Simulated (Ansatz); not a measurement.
`[F][Ti]([F])([SH])[SH]` and `[F][Zr]([F])([SH])[SH]` differ in one element.

Ansatz, PBE0-D4/def2-TZVP geometries, multiplicity 1. Each molecule was computed in one conformer, which needn't be the lowest.

Elements past krypton have def2 core potentials. Scalar relativity is left out up to krypton.

```tsv
property	`[F][Ti]([F])([SH])[SH]`
HOMO–LUMO gap (ωB97M-V/def2-TZVPP) / eV	9.06
HOMO–LUMO gap (PBE0/def2-TZVPP) / eV	4.77
HOMO energy (PBE0/def2-TZVPP) / eV	-7.88
HOMO energy (ωB97M-V/def2-TZVPP) / eV	-9.96
HOMO energy (PBE/def2-TZVPP) / eV	-6.68
size of the dipole moment (PBE/def2-TZVPP) / D	1.03
```

(1) What does the change do to each property? (Best estimate.)

Answers

(1) Ansatz gave: 
```csv
property,`[F][Zr]([F])([SH])[SH]`,shift
HOMO–LUMO gap (ωB97M-V/def2-TZVPP) / eV,9.94,0.88
HOMO–LUMO gap (PBE0/def2-TZVPP) / eV,5.68,0.91
HOMO energy (PBE0/def2-TZVPP) / eV,-7.84,0.04
HOMO energy (ωB97M-V/def2-TZVPP) / eV,-9.94,0.02
HOMO energy (PBE/def2-TZVPP) / eV,-6.64,0.04
size of the dipole moment (PBE/def2-TZVPP) / D,0.58,-0.45
```

Dipoles are sizes alone; their direction can turn.
